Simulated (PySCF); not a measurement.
CH₉AlSi₂, SMILES [SiH3][Al]([SiH3])[CH3].

Geometry: ωB97X-D3(BJ)/def2-SVP. The structure was generated by enumeration; whether it is a known compound was not checked.

The numbers are results of TDA-PBE/def2-SVPD in PySCF 2.14.0, not measurements.

Vertical excitations. The molecule is in vacuum.

Computed excitation energies, oscillator strengths and character:
```json
[
 {"state": "S1", "energy (eV)": "3.51", "λ (nm)": "353", "f": "0.000", "main pairs": "HOMO→LUMO 99 %"},
 {"state": "S2", "energy (eV)": "4.04", "λ (nm)": "307", "f": "0.007", "main pairs": "HOMO−1→LUMO 98 %"},
 {"state": "S3", "energy (eV)": "5.11", "λ (nm)": "242", "f": "0.000", "main pairs": "HOMO→LUMO+1 90 %"},
 {"state": "S4", "energy (eV)": "5.50", "λ (nm)": "225", "f": "0.000", "main pairs": "HOMO−2→LUMO 99 %"},
 {"state": "S5", "energy (eV)": "5.64", "λ (nm)": "220", "f": "0.002", "main pairs": "HOMO−5→LUMO 97 %"},
 {"state": "S6", "energy (eV)": "5.68", "λ (nm)": "218", "f": "0.025", "main pairs": "HOMO−3→LUMO 91 %"},
 {"state": "S7", "energy (eV)": "5.78", "λ (nm)": "214", "f": "0.222", "main pairs": "HOMO→LUMO+2 76 %"},
 {"state": "S8", "energy (eV)": "5.81", "λ (nm)": "213", "f": "0.000", "main pairs": "HOMO−4→LUMO 77 %, HOMO−1→LUMO+1 16 %"},
 {"state": "S9", "energy (eV)": "5.84", "λ (nm)": "212", "f": "0.067", "main pairs": "HOMO−1→LUMO+1 68 %, HOMO→LUMO+5 13 %, HOMO−4→LUMO 13 %"},
 {"state": "S10", "energy (eV)": "6.01", "λ (nm)": "206", "f": "0.006", "main pairs": "HOMO→LUMO+3 79 %"},
 {"state": "T1", "energy (eV)": "2.97", "λ (nm)": "417", "f": "0", "main pairs": "HOMO→LUMO 99 %"},
 {"state": "T2", "energy (eV)": "3.60", "λ (nm)": "344", "f": "0", "main pairs": "HOMO−1→LUMO 99 %"},
 {"state": "T3", "energy (eV)": "4.67", "λ (nm)": "265", "f": "0", "main pairs": "HOMO→LUMO+1 92 %"},
 {"state": "T4", "energy (eV)": "5.11", "λ (nm)": "243", "f": "0", "main pairs": "HOMO→LUMO+2 92 %"}
]
```
Triplets are in the Tamm–Dancoff approximation.
